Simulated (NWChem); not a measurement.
## Correlation energy of F$_{2}$Mg

SMILES: [F][Mg][F]
```xyz
3

Mg     0.0000     0.0000     0.0000
F      0.0000     0.0000     1.7682
F      0.0000     0.0000    -1.7682
```
Charge 0, spin multiplicity 1.

The numbers come from NWChem runs, not from measurements. The geometry was optimised at PBE/def2-SVP, a minimum by its harmonic frequencies.

Basis set: cc-pVDZ. Each correlation energy counts from its own Hartree-Fock reference.

The correlated methods keep 7 core orbitals frozen. The structure started from a generated list of species. Coupled-cluster values serve here as a point of comparison, not as the truth.

For the correlation energy, CCSD gives -413.8 mHa and CCSD(T) gives -419.1 mHa. What do CR-CCSD(T), SCS-MP2, CR-CCSD[T] give?

CR-CCSD(T): -418.3 mHa; SCS-MP2: -396.4 mHa; CR-CCSD[T]: -419.5 mHa.
